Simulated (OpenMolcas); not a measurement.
A calculation on neutral rhenium.

- Program: OpenMolcas
- Method: MS-CASPT2, IPEA 0.25 Eh, imaginary shift 0.1 Eh (closed shells correlated: 5s 5p)
- Basis: ANO-RCC-VQZP [9s8p6d4f3g2h]
- Scalar Hamiltonian: DKH2, point nucleus
- Active space: 7 electrons in 6 orbitals (5d 6s)
- State averaging: 2S+1 = 6 even, 6 roots; 2S+1 = 4 even, 59 roots kept (CI in the orbitals of an earlier block); 2S+1 = 2 even, 53 roots kept (CI in the orbitals of an earlier block)
- Spin-orbit coupling: state interaction with AMFI integrals over the reference wave functions, term energies averaged over their components

**Question.** Which level of the active space comes out lowest?

**Answer.** 5d5 6s2 6S 5/2, with 92 % of that term; it is also the measured ground level.

**Question.** How high does 5d5 6s2 4G 9/2 lie?

**Answer.** 18550 cm-1 above the lowest level; measured 16619 cm-1 above the ground level, so the calculation is off by +12 %.

**Question.** How high does 5d5 6s2 4D 7/2 [71 %] lie?

**Answer.** 19450 cm-1 above the lowest level.

**Question.** How high does 5d6 6s 6D 9/2 lie?

**Answer.** 14510 cm-1 above the lowest level; measured 11755 cm-1 above the ground level, so the calculation is off by +23 %.

**Question.** The level at 14510 cm-1 has J = 5/2. What is it made of, and what is its g factor?

**Answer.** 30 % 5d5 6s2 4P 5/2, 24 % 5d5 6s2 4D, 14 % 5d5 6s2 4G; g = 1.286, against 1.601 from Landé's formula for the pure leading term.

Measured values: NIST Handbook of Basic Atomic Spectroscopic Data.

Term energies are means over components that CASPT2 splits; among the terms shown or strongly mixed into the levels shown the widest spread is 650 cm-1 (5d5 6s2 4G). Terms from blocks run as CI alone lack orbitals of their own. Configurations are named by rounded mean occupations; where the s occupation lies near a half they are strongly mixed, a name can repeat and a true partner stay unpaired. A single d shell beside an s shell can misplace configurations of different d count against each other. The CASPT2 spread within a term exceeds the gap to the next term for 5d5 6s2 4G and 5d5 6s2 4P, so the order of their levels is uncertain, and so are names and mixing where such terms share a J. Measured partners are found by configuration, term and J. A level has none where our copy of the source lacks it or the pairing is in doubt (some pairs that miss far off the trend of their configuration count as doubtful), and it then counts in no deviation. Only configurations of the active space appear.

A share in square brackets marks a mixed level and gives the weight of the term that names it.
